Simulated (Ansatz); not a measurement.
The first iterations of a band of ClH + Ge2H6 (10 atoms, charge 0, multiplicity 1).

The calculation used Ansatz, RKS PBE-D4/def2-mTZVP.

- movable images: 5
- climbing image: yes
- spring: 5.0 eV/Å²
- optimiser: quadratic models (default)
- start path: through a guess of the saddle point
- force threshold: 0.05 eV/Å
- iteration limit: 60
- end points: relaxed

Initial state:

```xyz
10
Properties=species:S:1:pos:R:3
Ge -0.183 -0.141 -0.110
H -0.213 -0.162 1.448
H 1.305 -0.178 -0.538
Ge -1.307 1.853 -0.942
H -2.762 1.509 -1.349
H -1.344 2.947 0.150
H -0.564 2.405 -2.182
H -0.872 -1.441 -0.593
Cl 1.683 2.636 1.884
H 1.069 1.506 2.124
```

Final state:

```xyz
10
Properties=species:S:1:pos:R:3
Ge 0.506 0.265 -0.573
H -0.840 0.849 3.008
H 1.173 -0.290 -1.858
Ge -1.233 1.910 -1.012
H -2.428 1.222 -1.722
H -1.712 2.523 0.324
H -0.670 3.022 -1.926
H 0.056 -0.908 0.332
Cl 2.111 1.285 0.530
H -0.153 1.055 2.788
```

| iteration | highest image above the first end (eV) | largest band force component (eV/Å) |
| --- | --- | --- |
| 1 | 3.092 | 4.226 |
| 2 | 2.187 | 1.913 |
| 3 | 1.502 | 1.692 |
| 4 | 1.445 | 1.597 |
| 5 | 1.542 | 0.897 |
| 6 | 1.492 | 0.852 |
| 7 | 1.364 | 0.538 |

Question: Does the band converge within its limit, and where does its top end?

Answer: It converged. It ended after 23 iterations with the highest image 1.392 eV above the first end. A structure lower than the first end lies on the path between it and the top, so the climb from that side starts below the end, which may itself be a saddle point or a shallow side well. Neighbouring images differ by up to 1.4 eV, so the band resolves the path poorly. A vibrational analysis at the climbing image gives one clearly imaginary mode, 882i cm⁻¹: a first-order saddle point. The orbitals stay closed-shell, which can raise the energy where a bond breaks towards radicals; this wasn't checked here.

The run took 2.8 min on 4 threads of Arm Neoverse V1, with other jobs on the host, peak memory 0.18 GiB.
